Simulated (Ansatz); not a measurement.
CH6GeSe: which of these isomers lies lowest?

2 of its isomers, all singlets with charge 0: A = `C[Se][GeH3]`; B = `[CH3][GeH2][SeH]`.

Shapes, held fixed at every level: PBE0-D4/def2-TZVP. Flexible molecules stand in one conformer, not always the lowest. Programs: Ansatz 0.2.0.

Electronic energies in kJ/mol, without zero-point or thermal terms.

```json
{"level": "HF/def2-SVP", "kind": "Hartree–Fock", "B − A": "-44.1"}
{"level": "HF/def2-TZVPP", "kind": "Hartree–Fock", "B − A": "-41.7"}
{"level": "SPW92/def2-TZVPP", "kind": "LDA", "B − A": "-41.7"}
{"level": "PBE0-D4/def2-TZVPP", "kind": "global hybrid", "B − A": "-41.0"}
{"level": "CCSD/def2-SVP", "kind": "coupled cluster or CI", "B − A": "-44.5"}
{"level": "CCSD/def2-TZVPP", "kind": "coupled cluster or CI", "B − A": "-43.8"}
{"level": "CCSD(T)/def2-TZVPP", "kind": "coupled cluster or CI", "B − A": "-43.1"}
```

The highest level, CCSD(T)/def2-TZVPP, puts B lowest of these. All levels agree on that. The B − A difference spans -44.5 to -41.0 kJ/mol over the levels. Relativity is left out for Ge, Se unless named. Correlated rows may include outer-core shells of Ge, Se, which these sets cover unevenly.
